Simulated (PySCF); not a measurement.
A geometry optimisation on `C1CCCC=C=C(CC1)C`.

Method: PBE0-D3(BJ)/def2-SVP geometry optimisation, gas phase (PySCF 2.14.0). Start geometry: GFN2-xTB. The input is one job of a driver script: a line of settings, then coordinates in Å.

Input:
```
{"job": {"xc": "PBE0", "basis": "def2-SVP", "d3": "d3bj", "grid": 2, "kind": "geom"}, "charge": 0, "multiplicity": 1}
C      3.106678    -0.192943    -0.839277
C      1.844837    -0.129727    -0.030671
C      1.161652     0.956470     0.181759
C      0.259732     1.857785     0.425452
C     -1.025426     1.975704    -0.353064
C     -2.107569     1.114382     0.329025
C     -2.258960    -0.310631    -0.222072
C     -0.972294    -1.116970    -0.414203
C     -0.161090    -1.374045     0.862349
C      1.340607    -1.431098     0.564832
H      3.927082    -0.566712    -0.226029
H      3.372018     0.791012    -1.218087
H      2.981659    -0.873711    -1.681843
H      0.361621     2.526734     1.271659
H     -1.347155     3.018634    -0.363454
H     -0.888243     1.652620    -1.384980
H     -3.078359     1.605260     0.219538
H     -1.894460     1.073158     1.399767
H     -2.749139    -0.248729    -1.197936
H     -2.931454    -0.857370     0.444852
H     -1.242663    -2.075150    -0.865597
H     -0.342811    -0.591977    -1.132012
H     -0.339263    -0.576931     1.583172
H     -0.475602    -2.312417     1.323515
H      1.891535    -1.655260     1.483631
H      1.546019    -2.235472    -0.147051
```

Output:
```
step   0  E = -389.91112226  max force = 0.014373
step   1  E = -389.91405691  max force = 0.002388
step   2  E = -389.91411425  max force = 0.000750
step   3  E = -389.91412196  max force = 0.000372
optimisation converged
```

Energies in Eh; «max force» is the largest Cartesian gradient component in Eh/bohr.

How much energy does the optimisation release, in kJ/mol?

E(step 0) − E(last step) = 0.003000 Eh, which is 7.9 kJ/mol.

Give the first gradient maximum in eV/Å.

With 1 Eh/bohr = 51.422 eV/Å, 0.739 eV/Å.

Summary of the converged run: final energy -389.91412 Eh after 3 steps; dipole 0.54 D.

Hardware: an Arm Neoverse V1 with one thread, no GPU, on a shared host. Cost: 1.9 min, 1.1 GiB resident at most.
Labels such as C1 count atoms from 1, the log's own numbers from 0.
